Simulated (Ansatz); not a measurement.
A short molecular-dynamics run on `[SeH][In]([SeH])[SeH]`.

```yaml
crystal:
  periodic: [false, false, false]
  atoms:
    - {symbol: Se, position_ang: [-2.431432, -0.138332, -0.533345]}
    - {symbol: In, position_ang: [0.008795, -0.014601, -0.005738]}
    - {symbol: Se, position_ang: [0.760068, 0.416215, 2.339128]}
    - {symbol: Se, position_ang: [1.697704, -0.323333, -1.822498]}
    - {symbol: H, position_ang: [-2.790426, 0.122387, 0.867577]}
    - {symbol: H, position_ang: [2.173388, 0.374067, 1.938901]}
    - {symbol: H, position_ang: [0.643204, -0.504303, -2.829826]}
basis:
  gaussian: {orbitals: def2-SVP}
hamiltonian: {xc: {name: PBE}}
md: {timestep: 0.5 fs, n_steps: 50, ensemble: nvt_nose_hoover, temperature: 1000, initial_velocities: maxwell_boltzmann, seed: 294}
```

```sh
$ ansatz run in.yaml --threads 2 --pin off --events-out ev --progress --plain --max-ram 20480MiB --backend cpu
```

```
step  time (fs)  potential energy (eV)  kinetic (eV)  T (K)  conserved (eV)
   0        0.0           -201221.2644        0.6463   1000    -201220.6181
   1        0.5           -201221.2560        0.6381    987    -201220.6178
   2        1.0           -201221.2315        0.6141    950    -201220.6174
   3        1.5           -201221.1972        0.5803    898    -201220.6169
   4        2.0           -201221.1607        0.5442    842    -201220.6164
   5        2.5           -201221.1286        0.5125    793    -201220.6161
   6        3.0           -201221.1059        0.4899    758    -201220.6160
   7        3.5           -201221.0945        0.4785    740    -201220.6161
   8        4.0           -201221.0939        0.4778    739    -201220.6162
   9        4.5           -201221.1017        0.4854    751    -201220.6164
  10        5.0           -201221.1147        0.4982    771    -201220.6166
  11        5.5           -201221.1298        0.5132    794    -201220.6168
  12        6.0           -201221.1444        0.5277    817    -201220.6169
  13        6.5           -201221.1565        0.5398    835    -201220.6170
  14        7.0           -201221.1644        0.5477    847    -201220.6171
  15        7.5           -201221.1667        0.5499    851    -201220.6172
  16        8.0           -201221.1619        0.5451    843    -201220.6173
  17        8.5           -201221.1488        0.5320    823    -201220.6174
  18        9.0           -201221.1270        0.5104    790    -201220.6173
  19        9.5           -201221.0980        0.4816    745    -201220.6171
  20       10.0           -201221.0654        0.4495    695    -201220.6167
  21       10.5           -201221.0356        0.4203    650    -201220.6162
  22       11.0           -201221.0160        0.4011    621    -201220.6159
  23       11.5           -201221.0127        0.3980    616    -201220.6157
  24       12.0           -201221.0276        0.4128    639    -201220.6160
  25       12.5           -201221.0570        0.4418    684    -201220.6165
  26       13.0           -201221.0927        0.4770    738    -201220.6172
  27       13.5           -201221.1243        0.5082    786    -201220.6177
  28       14.0           -201221.1431        0.5268    815    -201220.6180
  29       14.5           -201221.1444        0.5283    817    -201220.6179
  30       15.0           -201221.1284        0.5128    793    -201220.6176
  31       15.5           -201221.0995        0.4846    750    -201220.6172
  32       16.0           -201221.0648        0.4505    697    -201220.6167
  33       16.5           -201221.0316        0.4178    647    -201220.6163
  34       17.0           -201221.0060        0.3926    607    -201220.6160
  35       17.5           -201220.9915        0.3783    585    -201220.6160
  36       18.0           -201220.9887        0.3756    581    -201220.6161
  37       18.5           -201220.9963        0.3831    593    -201220.6163
  38       19.0           -201221.0110        0.3979    616    -201220.6165
  39       19.5           -201221.0299        0.4167    645    -201220.6167
  40       20.0           -201221.0499        0.4368    676    -201220.6168
  41       20.5           -201221.0690        0.4560    706    -201220.6169
  42       21.0           -201221.0854        0.4727    731    -201220.6170
  43       21.5           -201221.0980        0.4854    751    -201220.6171
  44       22.0           -201221.1052        0.4928    763    -201220.6172
  45       22.5           -201221.1059        0.4936    764    -201220.6173
  46       23.0           -201221.0988        0.4868    753    -201220.6173
  47       23.5           -201221.0840        0.4724    731    -201220.6172
  48       24.0           -201221.0634        0.4523    700    -201220.6170
  49       24.5           -201221.0410        0.4306    666    -201220.6166
  50       25.0           -201221.0233        0.4136    640    -201220.6161
```

Velocities are drawn at the set temperature; a run this short doesn't reach equilibrium.

Frames (Å, forces in eV/Å):

```xyz
7
time=0.0 fs
Se   -2.431   -0.138   -0.533   -0.377   -0.086   -0.438
In    0.009   -0.015   -0.006    0.000    0.000    0.000
Se    0.760    0.416    2.339   -0.198    0.093    0.543
Se    1.698   -0.323   -1.822    0.576   -0.014   -0.103
H    -2.790    0.122    0.868   -0.081    0.062    0.336
H     2.173    0.374    1.939    0.336   -0.012   -0.101
H     0.643   -0.504   -2.830   -0.256   -0.043   -0.237
7
time=1.0 fs
Se   -2.434   -0.139   -0.532   -0.199   -0.200   -0.962
In    0.012   -0.012   -0.007   -0.079    0.003    0.029
Se    0.758    0.415    2.343   -0.667    0.088    0.639
Se    1.698   -0.325   -1.825   -0.060   -0.148   -0.783
H    -2.817    0.142    0.834   -0.194    0.173    0.850
H     2.154    0.407    1.955    0.797   -0.010   -0.232
H     0.628   -0.536   -2.881    0.402    0.095    0.460
7
time=2.0 fs
Se   -2.436   -0.140   -0.531   -0.058   -0.292   -1.295
In    0.015   -0.010   -0.009   -0.153    0.006    0.062
Se    0.757    0.414    2.347   -0.963    0.064    0.684
Se    1.698   -0.326   -1.827   -0.484   -0.266   -1.281
H    -2.845    0.164    0.808   -0.272    0.260    1.171
H     2.143    0.440    1.969    1.084    0.010   -0.313
H     0.616   -0.567   -2.929    0.846    0.217    0.971
7
time=3.0 fs
Se   -2.438   -0.142   -0.530   -0.007   -0.322   -1.320
In    0.018   -0.008   -0.010   -0.221    0.012    0.098
Se    0.755    0.413    2.351   -0.979    0.037    0.653
Se    1.698   -0.327   -1.829   -0.712   -0.357   -1.592
H    -2.876    0.188    0.794   -0.263    0.286    1.184
H     2.142    0.473    1.980    1.091    0.033   -0.316
H     0.612   -0.596   -2.967    1.091    0.311    1.293
7
time=4.0 fs
Se   -2.440   -0.143   -0.529   -0.066   -0.273   -1.043
In    0.021   -0.006   -0.012   -0.281    0.018    0.136
Se    0.753    0.412    2.355   -0.713    0.030    0.549
Se    1.697   -0.329   -1.831   -0.782   -0.416   -1.742
H    -2.910    0.215    0.790   -0.149    0.229    0.893
H     2.151    0.506    1.988    0.815    0.037   -0.246
H     0.619   -0.621   -2.993    1.176    0.374    1.453
7
time=5.0 fs
Se   -2.442   -0.144   -0.528   -0.210   -0.158   -0.585
In    0.024   -0.004   -0.013   -0.335    0.026    0.175
Se    0.751    0.411    2.359   -0.266    0.052    0.402
Se    1.697   -0.330   -1.834   -0.722   -0.441   -1.750
H    -2.945    0.244    0.795    0.045    0.108    0.422
H     2.168    0.540    1.994    0.358    0.010   -0.132
H     0.636   -0.644   -3.005    1.129    0.402    1.468
7
time=6.0 fs
Se   -2.444   -0.145   -0.527   -0.384   -0.014   -0.100
In    0.027   -0.001   -0.015   -0.383    0.034    0.214
Se    0.749    0.410    2.363    0.222    0.100    0.246
Se    1.697   -0.331   -1.837   -0.535   -0.423   -1.609
H    -2.979    0.273    0.804    0.267   -0.043   -0.074
H     2.188    0.574    1.998   -0.140   -0.042   -0.011
H     0.665   -0.662   -3.003    0.953    0.388    1.335
7
time=7.0 fs
Se   -2.447   -0.146   -0.526   -0.540    0.123    0.303
In    0.030    0.001   -0.016   -0.427    0.041    0.250
Se    0.747    0.409    2.367    0.641    0.160    0.110
Se    1.697   -0.333   -1.840   -0.203   -0.348   -1.290
H    -3.011    0.303    0.812    0.468   -0.186   -0.485
H     2.207    0.607    2.003   -0.570   -0.106    0.089
H     0.702   -0.677   -2.988    0.630    0.317    1.024
7
time=8.0 fs
Se   -2.449   -0.148   -0.525   -0.649    0.230    0.575
In    0.033    0.003   -0.018   -0.468    0.047    0.283
Se    0.745    0.407    2.371    0.936    0.219    0.005
Se    1.696   -0.335   -1.843    0.298   -0.195   -0.755
H    -3.038    0.331    0.816    0.621   -0.299   -0.763
H     2.220    0.639    2.008   -0.874   -0.169    0.158
H     0.746   -0.688   -2.964    0.136    0.168    0.498
7
time=9.0 fs
Se   -2.451   -0.149   -0.525   -0.699    0.295    0.706
In    0.036    0.005   -0.019   -0.507    0.051    0.312
Se    0.743    0.406    2.375    1.089    0.265   -0.066
Se    1.696   -0.336   -1.847    0.959    0.049   -0.002
H    -3.060    0.356    0.813    0.714   -0.369   -0.898
H     2.225    0.670    2.015   -1.036   -0.219    0.191
H     0.790   -0.699   -2.935   -0.519   -0.071   -0.244
7
time=10.0 fs
Se   -2.454   -0.150   -0.524   -0.684    0.311    0.702
In    0.039    0.007   -0.021   -0.546    0.054    0.338
Se    0.742    0.405    2.380    1.097    0.288   -0.101
Se    1.695   -0.338   -1.850    1.671    0.352    0.845
H    -3.074    0.377    0.801    0.743   -0.390   -0.894
H     2.221    0.698    2.023   -1.053   -0.246    0.191
H     0.830   -0.710   -2.908   -1.228   -0.369   -1.079
7
time=11.0 fs
Se   -2.456   -0.151   -0.523   -0.601    0.272    0.565
In    0.042    0.010   -0.022   -0.587    0.056    0.360
Se    0.740    0.404    2.384    0.963    0.281   -0.102
Se    1.695   -0.339   -1.853    2.195    0.612    1.484
H    -3.082    0.395    0.780    0.703   -0.355   -0.756
H     2.206    0.725    2.034   -0.925   -0.243    0.156
H     0.858   -0.724   -2.892   -1.748   -0.623   -1.708
7
time=12.0 fs
Se   -2.459   -0.152   -0.521   -0.447    0.171    0.298
In    0.044    0.012   -0.023   -0.630    0.056    0.380
Se    0.739    0.404    2.388    0.688    0.236   -0.070
Se    1.696   -0.341   -1.856    2.276    0.687    1.582
H    -3.083    0.409    0.752    0.593   -0.257   -0.484
H     2.183    0.749    2.045   -0.656   -0.201    0.091
H     0.869   -0.744   -2.892   -1.823   -0.693   -1.796
7
time=13.0 fs
Se   -2.462   -0.153   -0.520   -0.224    0.003   -0.088
In    0.047    0.014   -0.025   -0.676    0.055    0.398
Se    0.737    0.403    2.392    0.285    0.148   -0.007
Se    1.696   -0.342   -1.859    1.883    0.520    1.081
H    -3.078    0.421    0.720    0.414   -0.090   -0.090
H     2.153    0.771    2.058   -0.259   -0.114   -0.004
H     0.864   -0.771   -2.908   -1.423   -0.521   -1.289
7
time=14.0 fs
Se   -2.464   -0.154   -0.519    0.047   -0.221   -0.553
In    0.050    0.016   -0.026   -0.721    0.054    0.413
Se    0.736    0.402    2.396   -0.201    0.019    0.076
Se    1.697   -0.343   -1.862    1.242    0.199    0.265
H    -3.070    0.432    0.687    0.186    0.133    0.385
H     2.121    0.792    2.071    0.223    0.012   -0.116
H     0.845   -0.803   -2.937   -0.775   -0.196   -0.470
7
time=15.0 fs
Se   -2.467   -0.155   -0.518    0.319   -0.463   -1.007
In    0.052    0.018   -0.027   -0.763    0.052    0.427
Se    0.735    0.401    2.400   -0.680   -0.128    0.158
Se    1.698   -0.345   -1.865    0.613   -0.142   -0.527
H    -3.059    0.445    0.658   -0.045    0.375    0.851
H     2.091    0.813    2.082    0.696    0.158   -0.226
H     0.818   -0.836   -2.970   -0.140    0.148    0.324
7
time=16.0 fs
Se   -2.470   -0.156   -0.517    0.520   -0.650   -1.316
In    0.055    0.021   -0.029   -0.798    0.050    0.438
Se    0.733    0.400    2.404   -1.019   -0.251    0.208
Se    1.699   -0.346   -1.868    0.127   -0.419   -1.121
H    -3.049    0.461    0.637   -0.208    0.563    1.174
H     2.068    0.836    2.091    1.030    0.280   -0.303
H     0.790   -0.868   -3.001    0.348    0.427    0.920
7
time=17.0 fs
Se   -2.473   -0.157   -0.516    0.587   -0.707   -1.361
In    0.057    0.023   -0.030   -0.824    0.047    0.448
Se    0.732    0.399    2.409   -1.104   -0.301    0.199
Se    1.699   -0.347   -1.870   -0.195   -0.609   -1.490
H    -3.041    0.482    0.626   -0.242    0.621    1.234
H     2.054    0.861    2.098    1.109    0.329   -0.320
H     0.766   -0.897   -3.022    0.668    0.620    1.292
7
time=18.0 fs
Se   -2.475   -0.159   -0.516    0.512   -0.598   -1.119
In    0.060    0.025   -0.031   -0.842    0.043    0.456
Se    0.730    0.398    2.413   -0.906   -0.250    0.125
Se    1.700   -0.349   -1.874   -0.375   -0.717   -1.670
H    -3.035    0.509    0.628   -0.137    0.516    1.006
H     2.051    0.889    2.101    0.906    0.277   -0.272
H     0.747   -0.919   -3.031    0.844    0.731    1.474
7
time=19.0 fs
Se   -2.478   -0.160   -0.515    0.345   -0.359   -0.681
In    0.062    0.027   -0.032   -0.853    0.039    0.463
Se    0.728    0.397    2.417   -0.509   -0.111    0.004
Se    1.701   -0.350   -1.877   -0.439   -0.754   -1.695
H    -3.030    0.541    0.639    0.054    0.280    0.583
H     2.057    0.921    2.102    0.502    0.136   -0.177
H     0.737   -0.934   -3.027    0.899    0.769    1.502
7
time=20.0 fs
Se   -2.480   -0.162   -0.515    0.162   -0.063   -0.185
In    0.064    0.030   -0.033   -0.857    0.034    0.470
Se    0.727    0.396    2.421   -0.044    0.073   -0.134
Se    1.702   -0.352   -1.880   -0.390   -0.718   -1.577
H    -3.025    0.576    0.655    0.261   -0.010    0.103
H     2.067    0.953    2.102    0.030   -0.050   -0.064
H     0.735   -0.942   -3.008    0.838    0.735    1.387
7
time=21.0 fs
Se   -2.482   -0.163   -0.514    0.016    0.218    0.255
In    0.067    0.032   -0.034   -0.856    0.028    0.476
Se    0.725    0.395    2.425    0.373    0.257   -0.263
Se    1.703   -0.354   -1.884   -0.211   -0.598   -1.305
H    -3.017    0.610    0.673    0.428   -0.285   -0.322
H     2.077    0.985    2.100   -0.394   -0.236    0.040
H     0.741   -0.943   -2.976    0.644    0.616    1.120
7
time=22.0 fs
Se   -2.485   -0.164   -0.514   -0.067    0.441    0.583
In    0.069    0.034   -0.035   -0.849    0.021    0.482
Se    0.723    0.394    2.430    0.679    0.408   -0.369
Se    1.704   -0.355   -1.888    0.130   -0.372   -0.855
H    -3.006    0.642    0.687    0.531   -0.501   -0.634
H     2.084    1.014    2.099   -0.707   -0.387    0.119
H     0.753   -0.938   -2.933    0.282    0.391    0.673
7
time=23.0 fs
Se   -2.487   -0.166   -0.514   -0.085    0.588    0.783
In    0.071    0.036   -0.036   -0.839    0.013    0.487
Se    0.721    0.393    2.434    0.852    0.507   -0.443
Se    1.704   -0.357   -1.892    0.658   -0.027   -0.221
H    -2.989    0.669    0.696    0.570   -0.641   -0.818
H     2.084    1.040    2.099   -0.887   -0.487    0.167
H     0.767   -0.930   -2.884   -0.270    0.047    0.044
7
time=24.0 fs
Se   -2.490   -0.167   -0.513   -0.043    0.652    0.856
In    0.073    0.039   -0.037   -0.825    0.005    0.492
Se    0.720    0.392    2.438    0.890    0.546   -0.485
Se    1.705   -0.359   -1.896    1.323    0.403    0.517
H    -2.967    0.690    0.696    0.550   -0.696   -0.874
H     2.076    1.062    2.101   -0.931   -0.527    0.184
H     0.779   -0.921   -2.834   -0.964   -0.384   -0.690
7
time=25.0 fs
Se   -2.492   -0.168   -0.512    0.050    0.628    0.805
In    0.075    0.041   -0.038   -0.811   -0.003    0.497
Se    0.718    0.392    2.442    0.796    0.520   -0.493
Se    1.706   -0.361   -1.900    1.933    0.795    1.141
H    -2.939    0.705    0.689    0.479   -0.662   -0.805
H     2.058    1.078    2.104   -0.842   -0.501    0.169
H     0.782   -0.916   -2.791   -1.604   -0.778   -1.313
```

Hardware: 2 threads of an AMD EPYC 7R13 on a shared host. Wall time 2.4 min, peak host memory 0.51 GiB.
